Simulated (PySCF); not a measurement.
Si(Me)(Vi)2(OH), SMILES C=C[Si](C)(O)C=C (C5H10OSi), singlet (GFN2-xTB optimised geometry):

```
17

C      1.621    -0.665     0.820
C      0.868     0.051     0.000
Si    -1.026     0.051     0.000
C     -1.618     1.864     0.000
O     -1.621    -0.772     1.283
C     -1.687    -0.871    -1.505
C     -2.417    -1.973    -1.454
H      2.701    -0.646     0.792
H      1.185    -1.315     1.562
H      1.366     0.679    -0.729
H     -1.214     2.418     0.844
H     -2.701     1.922     0.055
H     -1.309     2.381    -0.903
H     -1.418    -0.498     2.173
H     -1.442    -0.458    -2.477
H     -2.684    -2.418    -0.511
H     -2.779    -2.476    -2.340
```

Method: PBE0/def2-SVP (PySCF).

Task: What are the frontier orbital energies and the dipole moment?

Result: HOMO-2 -8.18 eV, HOMO-1 -7.64 eV, HOMO -7.49 eV, LUMO -0.26 eV, LUMO+1 0.54 eV; dipole moment 1.28 D.

On the same geometry PySCF 2.14.0 with PBE/def2-SVP gives HOMO-2 -6.75 eV, HOMO-1 -6.40 eV, HOMO -6.30 eV, LUMO -1.23 eV, LUMO+1 -0.53 eV; dipole moment 1.26 D.

Meta-Löwdin charges at PBE0/def2-SVP: C1 -0.20, C2 -0.35, Si3 1.07, C4 -0.57, O5 -0.71, C6 -0.35, C7 -0.19, H8 0.10, H9 0.10, H10 0.11, H11 0.11, H12 0.12, H13 0.12, H14 0.33, H15 0.10, H16 0.11, H17 0.10.
